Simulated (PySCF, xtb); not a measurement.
Ge(F)3(SeH) (F3GeHSe), SMILES [F][Ge]([F])([F])[SeH].

GFN2-xTB (xtb) at its own geometry gives an orbital gap of 3.59 eV and a dipole moment of 4.21 D.

Geometry: B3LYP-D3(BJ)/def2-SVP. This is a generated structure with no PubChem entry under its InChIKey; it may be hypothetical. Other conformers were not sampled.

What does PBE/def2-TZVP (PySCF) give? (The exact figures need the calculation; the answer reports its results.)

gap 4.26 eV (levels -7.12 and -2.86 eV), dipole 2.80 D.
